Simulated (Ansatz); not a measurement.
Calculated with Ansatz (gas phase, PBE0-D4/def2-TZVP geometries, no zero-point term in ΔE). CCSD(T)/CBS adds triple-zeta CCSD(T) − MP2 to the extrapolated MP2 energy (def2 sets, frozen cores). DFT in def2-TZVPP. One conformer a species, not always the lowest.

Consider the redistribution: `NB(S)[SiH2][SiH3]` + `CCO[SiH2]N` → `CCB(N)S` + `N[SiH2]O[SiH2][SiH3]`.

Q: Is it downhill or uphill in electronic energy at CCSD(T)/CBS, and by how much? (Best estimate.)

A: Ansatz gave: Downhill: ΔE = -188.9 kJ/mol.

Q: What do these levels give: PBE, r2SCAN, PBE0, HF/def2-TZVPP, MP2/def2-TZVPP, CCSD(T)/def2-TZVPP? (Estimate.)

A: The calculation gave: PBE -161.0, r2SCAN -182.4, PBE0 -172.2, HF/def2-TZVPP -199.0, MP2/def2-TZVPP -195.3, CCSD(T)/def2-TZVPP -185.4 kJ/mol.

Largest T1 diagnostic among the species: 0.014.

In def2-TZVPP, CCSD(T) changes the Hartree–Fock value by +13.5 kJ/mol (the triples alone add +3.5 kJ/mol) and MP2 by +3.7 kJ/mol. The D4 term adds −5.7 kJ/mol with B3LYP and −3.1 kJ/mol with PBE0; it sums over pairs of atoms, weighted by their polarisabilities, and B3LYP, whose exchange is more repulsive, gets the larger term. From PBE to PBE0 (25 % exact exchange), in def2-TZVPP and without D4, ΔE moves by −11.2 kJ/mol.

B3LYP here is the variant with VWN-RPA as its local correlation; programs differ in this.
